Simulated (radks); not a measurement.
Question: Ne3+, 7 electrons, occupied as [He] 2s1 2p3 3d1 (not the ground configuration). All-electron calculation, scalar-relativistic Kohn-Sham, exchange-only r2SCAN, spin-unpolarised, spherical densities, finite nucleus; meta-GGA in the generalised Kohn-Sham scheme; Fermi nuclear charge, rms radius 3.0055 fm. Program: a radial shooting solver on a logarithmic mesh with Libxc functionals. Some entries of the table are withheld. Estimate them.

orbital  occ.  eigenvalue (hartree)  <r> (bohr)  <r^2> (bohr^2)
1s          2             -34.72248      0.1574         0.03340
2s          1                   (1)      0.7688          0.6983
2p          3              -3.47753      0.7197          0.6397
3s          0              -1.15187       2.275           5.870
3p          0                   (2)       2.422           6.727
3d          1              -0.72537       2.499           7.281

Answer: 
(1) 2s eigenvalue (hartree): -4.35250
(2) 3p eigenvalue (hartree): -0.95918
